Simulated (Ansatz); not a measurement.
Species: [Cd(NH2)2] (charge 0, multiplicity 1).

Task: Give a relaxed geometry from r2SCAN-D4/def2-SVP (Ansatz, an electronic-structure program).

Result: This is not unique; one that fits is the end point of this relaxation, one of several conformers.
Cartesian coordinates (Å) in one orientation:
```xyz
7

Cd    -0.055     0.049     0.054
N      1.597     1.024     0.635
H      1.465     1.552     1.499
H      1.933     1.698    -0.055
N     -1.538    -1.076    -0.690
H     -2.462    -0.669    -0.538
H     -1.577    -2.014    -0.286
```
